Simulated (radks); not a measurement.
Question: These are the eigenvalues of the occupied orbitals of an atom or ion with whole-number occupations (eV). Calculated with a radial shooting solver on a logarithmic mesh with Libxc functionals: scalar-relativistic Kohn-Sham, PBE, spin-polarised, spherical densities, point nucleus.

| orbital | eigenvalue |
|---|---|
| 1s down | -21944.81 |
| 1s up | -21944.81 |
| 2s up | -3161.453 |
| 2s down | -3161.061 |
| 2p up | -2832.099 |
| 2p down | -2831.806 |
| 3s up | -562.6798 |
| 3s down | -562.4833 |
| 3p up | -454.4717 |
| 3p down | -454.2472 |
| 3d up | -280.4197 |
| 3d down | -280.0641 |
| 4s up | -84.5087 |
| 4s down | -82.6595 |
| 4p up | -54.6522 |
| 4p down | -52.6694 |
| 4d up | -13.3544 |
| 4d down | -11.3830 |

Which element is it, and in what charge state? The configuration may be excited. Open shells, if any, are filled with parallel spins first.

Answer: Z = 44, ruthenium, charge +1: Ru+ in [Kr] 4d7. The list shows which subshells hold electrons but not how many an open one holds; the 1s level, -806.46 hartree, gives Z - s = 40.2 by -(Z - s)^2/2, which with screening and relativity narrows Z to a few neighbours, and the depths of the outer levels then fix element, charge and occupations together.
